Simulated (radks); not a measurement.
Results of a calculation; reference values are marked as such.
Rh, configuration [Kr] 4d8 5s1. Level of theory: scalar-relativistic Kohn-Sham, PBE, spin-polarised, spherical densities, finite nucleus; open shells are filled with parallel spins first (spin-orbit coupling, left out, can overturn this in heavy ions); Fermi nuclear charge, rms radius 4.4945 fm (a radial shooting solver on a logarithmic mesh with Libxc functionals). Some entries of the table are withheld. Estimate them.

orbital  occ.  eigenvalue (hartree)  r(max) (bohr)
1s up       1             -846.6227        0.02118
1s down     1             -846.6222        0.02118
2s up       1             -122.7408         0.1198
2s down     1             -122.7302         0.1198
2p up       3             -110.0007        0.09576
2p down     3             -109.9926        0.09576
3s up       1             -21.93042         0.3514
3s down     1             -21.92464         0.3515
3p up       3             -17.74225         0.3447
3p down     3             -17.73570         0.3447
3d up       5             -11.04635         0.2914
3d down     5             -11.03644         0.2915
4s up       1              -3.04899            (1)
4s down     1              -3.00188            (2)
4p up       3              -1.87186            (3)
4p down     3              -1.82160            (4)
4d up       5              -0.23961          1.148
4d down     3              -0.18432          1.144
5s up       1                   (5)          2.626
5s down     0                   (6)          2.682

Answer. 
(1) 4s up r(max) (bohr): 0.8820
(2) 4s down r(max) (bohr): 0.8808
(3) 4p up r(max) (bohr): 0.9451
(4) 4p down r(max) (bohr): 0.9436
(5) 5s up eigenvalue (hartree): -0.17498
(6) 5s down eigenvalue (hartree): -0.13018
